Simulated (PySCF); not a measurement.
## Different ions with F ligands: square pyramidal complexes compared

All values are computed with PySCF: state-averaged CASSCF of the d shell with SC-NEVPT2, spin-free X2C, triple-zeta basis on the metal and double-zeta on the ligands, mean-field spin-orbit coupling; model geometries with bond lengths from ionic radii.

| complex | point group | M–L / Å | L–M–L / ° (cis) | solvent |
| --- | --- | --- | --- | --- |
| [TiF5]2- | C4v | 1.91 | 88–100 | water |
| [MnF5]3- | C4v | 2.07 | 88–100 | water |
| [FeF5]3- | C4v | 2.02 | 88–100 | water |
| [CrF5]3- | C4v | 2.04 | 88–100 | water |
| [MnF5]2- | C4v | 1.89 | 88–100 | water |

(1) Rank by the spin-orbit constant ζ, lowest first.
A. [MnF5]2-
B. [MnF5]3-
C. [TiF5]2-
D. [CrF5]3-
E. [FeF5]3-

(2) What are the ground states and moments?

The square pyramidal shape is imposed. Real complexes may take another, with another ground state.

Results:

(1) C (132 cm⁻¹), D (229 cm⁻¹), B (309 cm⁻¹), A (337 cm⁻¹), E (403 cm⁻¹).

(2) 
```tsv
complex	shell	ground state (NEVPT2)	total orbital splitting (CASSCF fit) / cm⁻¹	μeff(300 K) / μB
[TiF5]2-	d1	2E	19843	1.83
[MnF5]3-	d5	6A1	9444	5.92
[FeF5]3-	d6	5E	9298	5.61
[CrF5]3-	d4	5B1	11745	4.88
[MnF5]2-	d4	5B1	15252	4.87
```
